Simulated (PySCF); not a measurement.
C6H15B, SMILES BCCC(C)(C)C at its GFN2-xTB optimised geometry (Å):

```
22

B      1.0352    -0.0859     2.6030
C      1.3508     0.5973     1.2172
C      0.7279    -0.1045     0.0000
C     -0.8103    -0.1045     0.0000
C     -1.2960    -0.8206    -1.2657
C     -1.3283    -0.8473     1.2291
C     -1.3587     1.3248     0.0000
H      1.2797    -1.2223     2.7491
H      0.7373     0.5568     3.5373
H      1.0946     1.6570     1.1860
H      2.4373     0.5480     1.0834
H      1.0718    -1.1411    -0.0237
H      1.0755     0.3809    -0.9163
H     -0.8978    -1.8318    -1.3130
H     -0.9737    -0.2845    -2.1557
H     -2.3823    -0.8800    -1.2776
H     -2.4068    -0.7372     1.3265
H     -1.0895    -1.9069     1.1705
H     -0.8589    -0.4439     2.1319
H     -2.4373     1.3136    -0.1456
H     -0.9133     1.9069    -0.8041
H     -1.1515     1.8204     0.9445
```

Level of theory: PySCF with B3LYP/def2-SVP. Cells within 0.4 Å of a nucleus heavier than hydrogen are left out (blank, or x).

Map of the log10 of the electron density (e/bohr³), floored at −4 on the plane z = 0.0 Å:

```
|00000000000000000000000000000|
|00000000000000000000000000000|
|00000000000000000000000000000|
|00000000111110000000000000000|
|00000011223322100000000000000|
|00001223344443221110000000000|
|00012344566654322222100000000|
|00123556777775433333210000000|
|00135678889886544443321100000|
|002457899xx987544554432210000|
|002467999xxx87555555443321000|
|0024578999x987667776554321000|
|00134677899998788887654431000|
|00123456789999999987654431000|
|00123345689xx999xx97654321000|
|00023345689xx999xx97643210000|
|00023445678998899997643210000|
|00023445678877789997642100000|
|00012345566666678997542100000|
|00012334455555567776532000000|
|00001223445544445655421000000|
|00000122344443334443210000000|
|00000011233333222222100000000|
|00000000122222111100000000000|
|00000000011110000000000000000|
|00000000000000000000000000000|
|00000000000000000000000000000|
|00000000000000000000000000000|
|00000000000000000000000000000|
```
Scale: ten equal steps from -4.00 (start of '0') to -0.518 (end of '9'), in the order '0123456789'; x runs from -4.50 to 4.50, y from -4.50 (bottom) to 4.50 (top).
